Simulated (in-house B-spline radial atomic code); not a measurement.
The numbers below are computed, except where a source is named.
**Cl ion on Cu atom: potential, deflection and energy transfer**

The pair potential comes from two frozen, spherical free-atom densities (PBE, B-spline radial code, scalar-relativistic past argon): electrostatics plus the change in Thomas-Fermi kinetic and Dirac exchange energy where they overlap, the recipe behind the universal ZBL potential, which averages such potentials (from solid-state densities) over many pairs. It is written V = (Z1 Z2 e²/r) φ(r/a), with e² = 14.3996 eV·Å and a = 0.46850 Å/(Z1^0.23 + Z2^0.23); ZBL's fit is φ = 0.18175 e^(−3.1998x) + 0.50986 e^(−0.94229x) + 0.28022 e^(−0.4029x) + 0.02817 e^(−0.20162x). Where φ falls below 4e-4 it is continued as an exponential.

Masses 35.45 and 63.55 u.

```
x = r/a  φ, this pair    φ, ZBL
    0.1        0.8951    0.8928
    0.5        0.6274    0.6096
    1.5        0.3161    0.2995
      3        0.1386    0.1292
      5       0.05542   0.05224
      8       0.01773   0.01705
     12      0.005271   0.00474
     17      0.001082  0.001212
```

Q: At x = 2 the electrostatic, kinetic and exchange parts are 3602.22, 3922.68 and -210.83 eV. Find r, V and φ.

A: a = 0.46850/(1.9187 + 2.1695) = 0.11460 Å, so r = 0.22920 Å. V = 3602.22 + 3922.68 + (-210.83) = 7314.07 eV. The bare repulsion is 17 × 29 × 14.3996/0.22920 = 30973 eV, so φ = 0.2361, +6.5 % against ZBL's 0.2218. The kinetic (Pauli) term is 54 % of V here.

Q: The ion comes in at 0.965 keV with impact parameter 0.2292 Å. The scattering integral gives a centre-of-mass angle of 121.3° and a closest approach of 5.402 a. What are the reduced energy, the energy passed on and the laboratory angles?

A: ε = E a M2/(Z1 Z2 e² (M1 + M2)) = 965 × 1.0363e-05 = 0.01. The most that one collision can pass on is γE with γ = 4 M1 M2/(M1 + M2)² = 0.9194. Here T = γE sin²(θ/2) = 0.9194 × 965 × 0.76 = 674.3 eV. The ion turns by arctan(sin θ/(cos θ + M1/M2)) = 87.5°, and the struck atom leaves at (180° − θ)/2 = 29.3°. The closest approach is 0.619 Å. With ZBL the angle would be 119.98° and T = 665.3 eV.
